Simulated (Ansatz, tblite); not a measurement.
Removing and adding an electron: Li5Al3 (the lowest singlet isomer of a short search). Charge 0, multiplicity 1. Geometry: r2SCAN-D4/def2-SVP. Ansatz, gas phase; energy differences of separate SCF runs; the oxidised species was run as a doublet alone; the reduced species was run as a doublet alone.

| atom | x (Å) | y (Å) | z (Å) |
| --- | --- | --- | --- |
| Al1 | 0.799 | -0.404 | -0.115 |
| Al2 | 0.251 | 1.976 | 0.641 |
| Al3 | -1.734 | 0.252 | 0.240 |
| Li4 | -1.076 | -1.179 | -1.937 |
| Li5 | -0.985 | -2.268 | 0.801 |
| Li6 | 2.213 | -2.368 | -0.920 |
| Li7 | 2.840 | 1.282 | 0.250 |
| Li8 | -2.309 | 2.709 | 1.040 |

The xTB rows come from tblite. Another isomer (singlet) lies 0.03 eV lower at PBE0-D4/def2-TZVP; other spin states weren't run for this one.

Estimate orbital energies and vertical ionisation energies and electron affinities at: GFN1-xTB; GFN2-xTB; PBE-D4/def2-TZVP; PBE-D4/def2-TZVPD; r2SCAN-D4/def2-TZVP; r2SCAN-D4/def2-TZVPD; PBE0-D4/def2-TZVP; PBE0-D4/def2-TZVPD.


```
               level  −HOMO (eV)  vertical IE (eV)  −LUMO (eV)  vertical EA (eV)  HOMO–LUMO gap (eV)  IE − EA (eV)                                                                remarks
            GFN1-xTB        9.00             10.68        8.38              6.83                0.62          3.85                                                                      –
            GFN2-xTB        5.68              7.51        5.01                 –                0.67             –                                                                      –
    PBE-D4/def2-TZVP        2.96              4.66        1.91                 –                1.05             –                                                                      –
   PBE-D4/def2-TZVPD        2.97                 –        1.93              0.82                1.04             –  HOMO above zero (-1 doublet), restricted SCF unstable in HF (singlet)
 r2SCAN-D4/def2-TZVP        2.94              4.52        1.67                 –                1.27             –                                restricted SCF unstable in HF (singlet)
r2SCAN-D4/def2-TZVPD        2.95                 –        1.69              0.76                1.25             –  HOMO above zero (-1 doublet), restricted SCF unstable in HF (singlet)
   PBE0-D4/def2-TZVP        3.48              4.58        1.42                 –                2.07             –                                restricted SCF unstable in HF (singlet)
  PBE0-D4/def2-TZVPD        3.49                 –        1.46              0.74                2.03             –  HOMO above zero (-1 doublet), restricted SCF unstable in HF (singlet)
```

Relaxing the reduced species (r2SCAN-D4/def2-SVPD) changes its energy by -0.20 eV at PBE-D4/def2-TZVPD, so the adiabatic electron affinity to this nearest minimum is 1.02 eV. On the way the bond Li4–Li5 breaks and Al2–Li4 forms. At PBE0-D4/def2-TZVPD it is 0.96 eV. The highest occupied level of the relaxed charge -1 doublet lies above zero (up to 0.26 eV). By energy differences its removal costs 1.02 eV (each at its own geometry, to the charge 0 singlet, at PBE-D4/def2-TZVPD); the vertical value is larger still, so the positive level points to self-interaction error.     A HOMO above zero means that the electron is unbound at that level or that self-interaction error raises the level; the energy of removing that electron tells which. Raw xTB energy differences between charge states are shifted by several eV; the methods need an empirical correction for them.
